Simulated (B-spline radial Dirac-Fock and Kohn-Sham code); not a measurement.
**Nb 4s: cross section and angular parameters**

System: the free niobium atom, [Kr] 4d4 5s1; threshold 62.67 eV (orbital energy of the model). These are calculated numbers from a radial B-spline solver; the model is Dirac-Hartree-Slater photoionisation with a Latter tail; cross sections with all multipoles, angular parameters from the dipole term and its interference with E2.

For linearly polarised light dσ/dΩ = σ/(4π) [1 + β P₂(cos θ) + (δ + γ cos²θ) sin θ cos φ], with θ from the polarisation vector and φ the angle between the beam and the projection of the electron momentum on the plane normal to the polarisation.

```
hν (eV)  σ (kb)      β       γ
    100     204  1.975   0.055
    111     199  1.979   0.111
    141     173  1.985   0.200
    150     164  1.986   0.217
    200     123  1.990   0.267
    238    99.4  1.991   0.280
    245    95.8  1.991   0.282
    269    84.8  1.992   0.283
    294    75.2  1.992   0.281
    303    72.2  1.993   0.280
    364    55.5  1.993   0.266
   1440    5.79  1.996  -0.039
   2000    3.19  1.996  -0.082
   2050    3.05  1.996  -0.083
   2750    1.75  1.997  -0.065
   3370       ?      ?       ?
   3450    1.12  1.997  -0.007
   3600    1.03  1.997   0.008
   4170   0.769  1.997   0.076
   4950   0.542  1.997   0.179
 5414.7   0.449  1.997   0.244
   5700   0.404  1.997   0.284
   5890   0.377  1.997   0.311
   6000   0.362  1.997   0.327
   6640   0.292  1.997   0.418
   7420   0.230  1.997   0.530
   9030   0.149  1.996   0.758
  12000  0.0783  1.996   1.152
```

Q: Give the values at 3370 eV.

A: σ = 1.18 kb, β = 1.997, γ = -0.015. For an s subshell δ is negligible.
